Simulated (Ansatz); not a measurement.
`OC[SiH2][SiH2]O` and `O[SiH2][SiH2][ZnH]` differ in one atom or group.

Ansatz, PBE0-D4/def2-TZVP geometries, multiplicity 1. Each molecule was computed in one conformer, which needn't be the lowest.

Scalar relativity is left out up to krypton.

```
                                        property  `OC[SiH2][SiH2]O`
             HOMO–LUMO gap (PBE/def2-TZVPP) / eV               5.20
              LUMO energy (PBE0/def2-TZVPP) / eV              -0.37
size of the dipole moment (B3LYP/def2-TZVPP) / D               1.21
  size of the dipole moment (PBE/def2-TZVPP) / D               1.31
             LUMO energy (B3LYP/def2-TZVPP) / eV              -0.59
               LUMO energy (PBE/def2-TZVPP) / eV              -1.22
```

(1) What does the change do to each property? (Best estimate.)

Answers

(1) Ansatz gave: 
```csv
property,`O[SiH2][SiH2][ZnH]`,shift
HOMO–LUMO gap (PBE/def2-TZVPP) / eV,4.03,-1.17
LUMO energy (PBE0/def2-TZVPP) / eV,-1.40,-1.03
size of the dipole moment (B3LYP/def2-TZVPP) / D,1.35,0.14
size of the dipole moment (PBE/def2-TZVPP) / D,1.28,-0.03
LUMO energy (B3LYP/def2-TZVPP) / eV,-1.62,-1.03
LUMO energy (PBE/def2-TZVPP) / eV,-2.11,-0.89
```

With PBE0 the HOMO rises by 0.50 eV and the LUMO falls by 1.03 eV, so the gap narrows by about 1.53 eV. PBE moves the HOMO by 0.27 eV and ωB97M-V by 0.63 eV. The zero-point energy changes by -94.4 kJ/mol with -9 modes. Dipoles are sizes alone; their direction can turn.

B3LYP here is the variant with VWN-RPA as its local correlation; programs differ in this.
